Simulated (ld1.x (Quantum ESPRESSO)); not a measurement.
**Configuration tests for Sb (Z = 51) (PAW)**

| Item | Value |
| --- | --- |
| Element | antimony |
| Generator | ld1.x (Quantum ESPRESSO) 7.5 |
| Type | PAW |
| Functional | PBE |
| Relativity | scalar-relativistic |
| Frozen core | [Kr] |
| Valence charge | 15 |
| Reference configuration | 4d10 5s1.5 5p3.5 |
| Partial waves | 5s (bound): rcut 1.85, rcutus 2.15 bohr; 5s channel at 3.45 Ry: rcut 1.85, rcutus 2.15 bohr; 5p (bound): rcut 1.85, rcutus 2.20 bohr; 5p channel at 3.15 Ry: rcut 1.85, rcutus 2.20 bohr; 4d (bound): rcut 0.75, rcutus 0.85 bohr; 4d channel at -1.9 Ry: rcut 0.75, rcutus 0.85 bohr |
| Local potential | all-electron potential smoothed inside 1.75 bohr (lloc = -1) |
| Core correction | a·sin(br)/r model core inside 0.45 bohr |
| Augmentation charge | PSQ, radius 0.60 bohr |

Energies are relative to the spin-unpolarised reference configuration 4d10 5s1.5 5p3.5; without spin polarisation the order of configurations can differ from experiment.

| valence configuration | charge | ΔE all-electron (eV) | error AE − PS (meV) |
| --- | --- | --- | --- |
| 4d10 5s2 5p3 | 0 | -4.029 | +0.4 |
| 4d10 5s2 5p2 | +1 | 4.288 | -1.6 |
| 4d10 5s2 5p3.3 | -0.3 | -5.188 | +0.7 |
| 4d9 5s2 5p3 | +1 | 36.707 | -48 |
| 4d10 5s1 5p3 | +1 | 13.020 | -2.2 |
| 4d10 5s1 5p4 | 0 | 4.083 | -0.4 |

Question: What are ΔE and the potential's error for 4d10 5s2 5p1?

Answer: ΔE = 20.256 eV all-electron; the error (AE − PS) is -5.3 meV.

Levels in the configuration 4d10 5s1 5p3:

| level | all-electron (eV) | pseudo (eV) |
| --- | --- | --- |
| 4d | -43.418 | -43.425 |
| 5s | -21.464 | -21.464 |
| 5p | -12.645 | -12.645 |
